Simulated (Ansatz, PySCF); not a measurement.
Bond stretch in SMILES C=[SiH2] (CH₄Si). The C1–Si4 bond (C1 also carries H, H; Si4 carries H, H) is varied alone, starting from the PBE0/def2-TZVP optimised geometry. Each curve is given relative to its own lowest point near equilibrium.

| R / Å | A | B | C | D |
|---|---|---|---|---|
| 1.37 | 88.1 | 79.2 | 80.9 | 83.6 |
| 1.44 | 47.8 | 43.1 | 45.1 | 47.4 |
| 1.52 | 17.8 | 17.6 | 19.5 | 21.2 |
| 1.58 | 6.5 | 6.8 | 8.3 | 9.4 |
| 1.63 | 2.4 | 1.9 | 2.9 | 3.6 |
| 1.70 | 0.0 | 0.0 | 0.0 | 0.0 |
| 1.78 | 1.0 | 3.1 | 1.6 | 0.9 |
| 1.79 | 1.3 | 3.8 | 2.1 | 1.2 |
| 1.88 | 6.1 | 12.3 | 8.7 | 6.9 |
| 1.97 | 13.0 | 24.0 | 18.1 | 15.4 |
| 2.11 | 26.2 | 45.6 | 35.8 | 31.7 |
| 2.29 | 45.3 | 75.7 | 60.4 | 54.4 |
| 2.54 | 70.8 | 116.8 | 93.1 | 84.7 |
| 2.80 | 133.8 | — | 122.5 | 111.7 |
| 3.02 | — | — | 143.2 | 130.4 |
| 3.41 | — | — | — | 155.4 |
| 3.68 | — | — | — | 167.7 |

Energies in kcal/mol.

Q: Assign the columns to these levels of theory: RHF/cc-pVTZ (Ansatz, a program for electronic structure); restricted B3LYP/6-31G*, spherical d (PySCF); restricted BP86/6-31G*, spherical d in PySCF 2.14.0; unrestricted MP2 (frozen core)/3-21G (PySCF 2.14.0).

A: A is UMP2/3-21G; B is RHF; C is RKS-B3LYP/6-31G*; D is RKS-BP86/6-31G*.

Dashes: no converged value, or the column stops at the first point that the program doubted or that broke a chosen test of continuity, which isn't proof of a fault.

The restricted form behind RKS-BP86/6-31G*, RKS-B3LYP/6-31G*, RHF keeps the bonding electrons paired and can't separate into open-shell fragments. The unrestricted determinant behind UMP2/3-21G is spin-contaminated at 1.58 to 5.86 Å (<S²> up to 1.6, against 0.00 for a pure singlet).
